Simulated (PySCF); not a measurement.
## A small calculation by hand: chemical shift, span and skew from a shielding tensor

B(H)(Br)(OEt) (C2H6BBrO), SMILES CCOBBr. Atoms are numbered in the order given.

```xyz
11

B     -0.5381    -0.3340     0.1589
H     -1.3355    -1.2208     0.3489
Br     0.8086    -0.0088     1.4855
O     -0.5507     0.4310    -0.9301
C     -1.4905     0.2557    -1.9795
C     -0.8012    -0.2441    -3.2265
H     -2.2844    -0.4400    -1.6578
H     -1.9556     1.2379    -2.1585
H     -0.3646    -1.2409    -3.0629
H     -1.5203    -0.3146    -4.0562
H      0.0065     0.4404    -3.5242
```

Geometry optimised at PBE0-D3(BJ)/def2-SVP. This is a generated structure with no PubChem entry under its InChIKey; it may be hypothetical. The values are those of a single conformer.

GIAO shieldings from PBE0/pcSseg-1 run with PySCF, non-relativistic, no solvent. The symmetric part of the tensor of C5 has the principal values 81.0, 94.0, 166.0 ppm. The same nucleus in TMS has σ = 186.3 ppm at this level (PySCF, at its B3LYP-D3(BJ)/def2-TZVP geometry). Without spin–orbit terms, shifts of atoms bonded to Cl or Br come out too high.

Work out the isotropic shielding, the ¹³C shift against TMS, the span and the skew.


σ(iso) = (σ11 + σ22 + σ33)/3 = 113.7 ppm. δ = σ(ref) − σ(iso) = 186.3 − (113.7) = 72.6 ppm.
Span Ω = σ33 − σ11 = 85.0 ppm. Skew κ = 3(σ(iso) − σ22)/Ω = 0.69. Tumbling in solution averages the tensor to δ; in a static solid the shielding alone would spread this spin-1/2 line over Ω.
